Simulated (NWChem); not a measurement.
Molecule: C3H7B; SMILES BCC=C

```xyz
11

B      0.2988     1.9328     0.2224
C     -0.4715     0.6179    -0.0909
C      0.2908    -0.6582    -0.2759
C     -0.0286    -1.8408     0.2786
H     -0.8232     0.9927    -1.1032
H     -1.4104     0.4809     0.4846
H      1.2034    -0.5868    -0.8963
H     -0.9253    -1.9577     0.9105
H      0.5971    -2.7337     0.1270
H     -0.3003     2.9033     0.6497
H      1.4778     2.0444    -0.0665
```
Atoms are numbered in this order, from 1.

All runs: NWChem. Pople sets run with spherical d functions. All runs use the structure optimised with PBE-D3(BJ)/def2-SVP. Vzz is the largest principal value of the second derivative of the potential at the nucleus (NWChem prints the opposite sign); η is the asymmetry. Non-relativistic.

```tsv
level	Vzz B1 (a.u.)	η B1	relative time
PBE0/6-31G*	0.551	0.01	1
PBE0/cc-pVTZ	0.603	0.02	7
B3LYP/def2-SVP	0.550	0.07	1
B3LYP/6-31G*	0.558	0.02	1
```

Times are rough ratios from one shared machine.
